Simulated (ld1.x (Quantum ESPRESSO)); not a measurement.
## Bi (Z = 83), TM: configuration errors across variants

bismuth, norm-conserving Troullier–Martins (Kleinman–Bylander form), made with ld1.x (Quantum ESPRESSO) 7.5 (PBE, scalar-relativistic). Core [Xe] 4f14 5d10, reference 6s2 6p0 (charge +3). Waves: 6s (bound): rc 1.55 bohr; 6p (bound, empty): rc 2.05 bohr; 6d channel at 0.05 Ry: rc 2.25 bohr. Local part: the d channel. Core correction: none.

All-electron excitation energies from the reference (eV): (1) 6s2 6p3 -46.502; (2) 6s2 6p2 -38.590; (3) 6s2 6p1 -23.343; (4) 6s1 6p4 -36.420; (5) 6s0 6p5 -26.001; (6) 6s2 6p2.5 -43.405; (7) 6s2 6p3.3 -47.596.

2 further variants failed, have other tests or too few solved ones, and are left out.

A true bound ghost makes a file unfit for plane-wave use even where its test errors are small: the radial tests pick states by their node count and pass the ghost by.

Errors AE − PS in meV (a dash: test not solved or not reliable):

```csv
change,(1),(2),(3),(4),(5),(6),(7),bound ghosts
base,+439,+288,+112,+638,+902,+369,+474,"s, p"
wave 6d channel at 0.05 Ry: rc 2.25 bohr becomes 6d channel at 0.05 Ry: rc 1.66 bohr,+548,+344,+126,+722,+972,+451,+597,"s, p"
wave 6d channel at 0.05 Ry: rc 2.25 bohr becomes 6d channel at 0.05 Ry: rc 2.02 bohr,+522,+330,+123,+696,+948,+432,+568,"s, p"
wave 6d channel at 0.05 Ry: rc 2.25 bohr becomes 6d channel at 0.05 Ry: rc 2.20 bohr,+472,+304,+116,+662,+921,+394,+512,"s, p"
wave 6d channel at 0.05 Ry: rc 2.25 bohr becomes 6d channel at 0.05 Ry: rc 2.46 bohr,+528,+315,+109,+775,+1068,+425,+583,s
wave 6d channel at 0.05 Ry: rc 2.25 bohr becomes 6d channel at 0.05 Ry: rc 2.62 bohr,+722,+459,+169,+793,+987,+599,+783,none
wave 6d channel at 0.05 Ry: rc 2.25 bohr becomes 6d channel at 0.05 Ry: rc 2.90 bohr,+559,+353,+130,+715,+959,+463,+608,none
```

Give the same row for: wave 6d channel at 0.05 Ry: rc 2.25 bohr becomes 6d channel at 0.05 Ry: rc 3.20 bohr.

+3335, +1586, +354, +3565, +3764, +2434, +3864; bound ghosts: s, p.
